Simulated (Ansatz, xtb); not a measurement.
**Ligand exchange: C2HAlF2 + C3H7FO → C2H2AlF + C3H6F2O**

Gas-phase species: C2HAlF2 `C#[C][Al]([F])[F]`, singlet; C3H7FO `COC(C)F`, singlet; C2H2AlF `C#[C][AlH][F]`, singlet; C3H6F2O `CC(F)OCF`, singlet. The partners trade F for H: Al–F and C–H bonds give way to Al–H and C–F.

Shapes, held fixed at every level: PBE0-D4/def2-TZVP. Flexible molecules stand in one conformer, not always the lowest. Programs: Ansatz 0.2.0, xtb 6.7.1. The zero-point and thermal change to 298 K, harmonic and unscaled (PBE0-D4/def2-TZVP), is -7.4 kJ/mol.

Task: Estimate ΔH(298 K) of this reaction.

Result: The highest level, CCSD(T)/CBS estimate, gives ΔH(298 K) = +229.4 kJ/mol; the levels span +148.1 to +229.4. GFN1-xTB strays far from the other rows. The column of differences is taken from that level and isn't an error. No measured value is set beside it here. The CBS estimate extrapolates MP2 from def2-TZVPP and def2-QZVPP and adds CCSD(T) − MP2 in the triple-zeta set, cores frozen. CCSD(T)/CBS estimate lies outside the range of the other correlated levels here, so it shouldn't be taken on trust.

```tsv
level	kind	ΔH(298 K) (kJ/mol)	less CCSD(T)/CBS estimate
GFN1-xTB	semi-empirical	+148.1	-81.3
SPW92/def2-TZVPP	LDA	+205.0	-24.4
PBE-D4/def2-TZVPP	GGA	+211.1	-18.3
B3LYP-D4/def2-TZVPP	global hybrid	+220.3	-9.1
MP2/def2-SVP	perturbation theory	+221.6	-7.8
CCSD(T)/def2-SVP	coupled cluster or CI	+211.1	-18.3
CCSD/def2-SVP	coupled cluster or CI	+212.9	-16.5
CCSD(T)/def2-TZVPP	coupled cluster or CI	+223.9	-5.5
CCSD(T)/CBS estimate	coupled cluster or CI	+229.4	0.0
```
